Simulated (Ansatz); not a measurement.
`[F][Mg][F]` + CH₃SH → `C[S][Mg][F]` + H–F at 298.15 K and 1 bar (ligand exchange at a Mg–F bond).

Gas-phase electronic energies from Ansatz, PBE0-D4/def2-TZVP geometries. CCSD(T)/CBS is the MP2 limit (def2-TZVPP, def2-QZVPP) plus CCSD(T) − MP2 in def2-TZVPP, frozen cores. This one scheme is used for every species. For Mg outer-core shells are correlated without core-valence functions, which leaves a few kJ/mol of doubt a bond. One conformer a species, not always the lowest.

| species | CCSD(T)/CBS energy (Eh) | H − E (kJ/mol) | S (J/(mol·K)) |
| --- | --- | --- | --- |
| `[F][Mg][F]` | -399.61583 | 23.1 | 247.4 |
| CH₃SH | -438.22835 | 133.0 | 253.2 |
| `C[S][Mg][F]` | -737.42523 | 126.2 | 337.3 |
| H–F | -100.39570 | 33.5 | 173.6 |

H − E and S are ideal-gas, rigid-rotor, harmonic terms from PBE0-D4/def2-TZVP, for one conformer and one mirror image of each species. 1 Eh = 2625.50 kJ/mol, R = 8.31446 J/(mol·K).

Problem. By hand: ΔE, ΔH, ΔS and ΔG.

Solution. ΔE = (-737.42523) + (-100.39570) − (-399.61583) − (-438.22835) = 0.02325 Eh = 61.0 kJ/mol. Δ(H − E) = 126.2 + 33.5 − 23.1 − 133.0 = 3.6, so ΔH = 64.6 kJ/mol. ΔS = 337.3 + 173.6 − 247.4 − 253.2 = 10.3 J/(mol·K). ΔG = 64.6 − 298.15 × (10.3)/1000 = 61.5 kJ/mol.

Problem. By hand: the equilibrium constant, and the temperature at which ΔG would vanish if ΔH and ΔS stayed fixed.

Solution. log₁₀ K = −ΔG/(RT ln 10) = -10.8. ΔG = 0 at ΔH/ΔS = 6272 K, far beyond where these terms or the molecules hold.

The number of gas molecules stays the same, so ΔS is small and ΔH decides. A doubt of 5 kJ/mol in ΔE shifts log₁₀ K by 0.9 here. Other conformers and mirror images would add mixing entropy, several J/(mol·K) or more a flexible species. These are equilibria of isolated gas molecules and say nothing of rates. Largest T1 diagnostic: 0.012 (customary marks: 0.02 for closed shells, 0.045 for open ones).
